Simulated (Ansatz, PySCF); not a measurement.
The pair A = BGeH5 (SMILES [BH2][GeH3]) (first 7 atoms), B = H2O (SMILES O); geometry from B3LYP-D3(BJ)/def2-TZVP.
(charge 0, multiplicity 1):
```tsv
atom	x (Å)	y (Å)	z (Å)
B	1.2228	0.2876	0.8022
Ge	-0.6192	-0.0185	-0.1290
H	2.0332	-0.5662	0.5876
H	1.6274	1.4131	0.7644
H	-0.5644	0.0266	-1.6702
H	-1.2459	-1.3967	0.2370
H	-1.7065	1.0102	0.2943
O	0.9414	0.0806	2.4767
H	0.5703	-0.7957	2.6521
H	0.3058	0.7356	2.7976
```

Rows in 6-31G* carry no dispersion term and start afresh at each structure (6-31G* with six Cartesian d functions); the Pople sets are all-electron and without relativity.

Programs: Ansatz (Gaussian orbitals); PySCF for 6-31G* rows. Each number belongs to the level named beside it.

Total energies (hartree), monomers frozen at their geometry in the pair:

```csv
structure,HF/6-31G*,HF/aug-cc-pVDZ,PBE/def2-TZVPPD
AB,-2178.6474350,-2178.9344447,-2180.8493676
A in the pair's basis,-2102.6057724,-2102.8693516,-2104.4237250
B in the pair's basis,-76.0146390,-76.0412858,-76.3834853
A,-2102.6055810,-2102.8688510,-2104.4235067
B,-76.0097050,-76.0404983,-76.3834115
```

Work out the interaction energy without and with the counterpoise correction, and the superposition error, for each level.


E(AB) − E(A) − E(B), times 627.509 kcal/mol, with the monomers in their own basis and then in the pair's basis:
- HF/6-31G*: -20.17 uncorrected, -16.96 corrected; the monomers gain 3.22 kcal/mol from borrowed functions
- HF/aug-cc-pVDZ: -15.75 uncorrected, -14.94 corrected; the monomers gain 0.81 kcal/mol from borrowed functions
- PBE/def2-TZVPPD: -26.64 uncorrected, -26.45 corrected; the monomers gain 0.18 kcal/mol from borrowed functions

Ansatz is a quantum-chemistry and plane-wave program.
